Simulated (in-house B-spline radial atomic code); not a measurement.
Inner levels of cobalt as electrons are removed. A shift is the extra binding of the orbital against the neutral atom ([Ar] 3d7 4s2). Computed with a radial B-spline atomic code at the basis-set limit: non-relativistic Hartree-Fock, average of the configuration, point nuclei.

```
  ion  configuration  shift of 1s (eV)  shift of 2p (eV)  shift of 2s (eV)  radius of 1s (bohr)  radius of 2p (bohr)  radius of 2s (bohr)  Σ<r²> (bohr²)  change of density at nucleus (bohr⁻³)
   Co   [Ar] 3d7 4s2                 0                 0                 0             0.056878              0.22575              0.25729         39.374                                      -
  Co+       [Ar] 3d8            2.1375            1.4849            1.3181             0.056877              0.22574              0.25729         19.674                                -9.1476
 Co2+       [Ar] 3d7            18.878            18.628            18.519             0.056878              0.22575              0.25731         15.635                                -7.7899
 Co3+       [Ar] 3d6            39.338            39.659            39.628             0.056879              0.22573               0.2573         12.957                                -5.2916
 Co4+       [Ar] 3d5             63.04            64.046            64.103             0.056881              0.22568              0.25726         10.969                                -1.7074
 Co5+       [Ar] 3d4            89.713            91.471             91.62             0.056883              0.22559              0.25719         9.3973                                 2.9023
 Co6+       [Ar] 3d3                 ?                 ?                 ?                    ?                    ?                    ?              ?                                      ?
 Co7+       [Ar] 3d2                 ?                 ?                 ?                    ?                    ?                    ?              ?                                      ?
 Co8+       [Ar] 3d1                 ?                 ?                 ?                    ?                    ?                    ?              ?                                      ?
 Co9+   [Ne] 3s2 3p6            223.56            228.27            228.66             0.056895              0.22473              0.25646         5.2681                                 30.794
Co10+   [Ne] 3s2 3p5             266.2            267.47             267.6             0.056889              0.22475              0.25607         4.5181                                  42.15
Co11+   [Ne] 3s2 3p4            310.73            308.18            307.98             0.056881              0.22437              0.25563         3.8239                                 54.193
Co12+   [Ne] 3s2 3p3            357.13            350.36            349.79             0.056873              0.22394              0.25515         3.1796                                 66.929
Co13+   [Ne] 3s2 3p2            405.39               394               393             0.056864              0.22348              0.25464           2.58                                  80.36
Co14+   [Ne] 3s2 3p1             455.5            439.08             437.6             0.056854              0.22297              0.25409          2.021                                 94.492
Co15+       [Ne] 3s2            507.45            485.58            483.56             0.056844              0.22243               0.2535         1.4989                                 109.33
Co16+       [Ne] 3s1             558.5             532.2            528.31             0.056841              0.22192              0.25352        0.99454                                 -0.894
Co17+   [He] 2s2 2p6            611.01            579.97            574.11             0.056837              0.22138              0.25319        0.51735                                -119.24
Co18+   [He] 2s2 2p5            745.97            683.11            663.09             0.056774              0.21737               0.2501        0.44239                                -73.527
```

(1) Fill in the row of Co6+.

(2) Fill in the row of Co7+.

(3) Fill in the row of Co8+.

## Answers

(1) shift of 1s (eV): 119.19; shift of 2p (eV): 121.73; shift of 2s (eV): 121.97; radius of 1s (bohr): 0.056886; radius of 2p (bohr): 0.22545; radius of 2s (bohr): 0.25708; Σ<r²> (bohr²): 8.1053; change of density at nucleus (bohr⁻³): 8.4884.

(2) shift of 1s (eV): 151.37; shift of 2p (eV): 154.68; shift of 2s (eV): 154.99; radius of 1s (bohr): 0.056889; radius of 2p (bohr): 0.22527; radius of 2s (bohr): 0.25693; Σ<r²> (bohr²): 7.016; change of density at nucleus (bohr⁻³): 15.015.

(3) shift of 1s (eV): 186.18; shift of 2p (eV): 190.22; shift of 2s (eV): 190.59; radius of 1s (bohr): 0.056892; radius of 2p (bohr): 0.22503; radius of 2s (bohr): 0.25672; Σ<r²> (bohr²): 6.0811; change of density at nucleus (bohr⁻³): 22.456.
